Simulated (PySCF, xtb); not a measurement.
CdHF, SMILES [F][CdH].

GFN2-xTB (xtb) at its own geometry gives an orbital gap of 5.02 eV and a dipole moment of 3.82 D.

Geometry optimised at B3LYP-D3(BJ)/def2-TZVPD. The def2 effective core potentials stand for the cores of Cd; spin–orbit coupling is left out.

Q: What does r2SCAN/def2-TZVPD (PySCF) give? (Estimate from the structure and the level; the computed values follow.)

A: gap 6.58 eV (levels -8.10 and -1.52 eV), dipole 2.71 D.
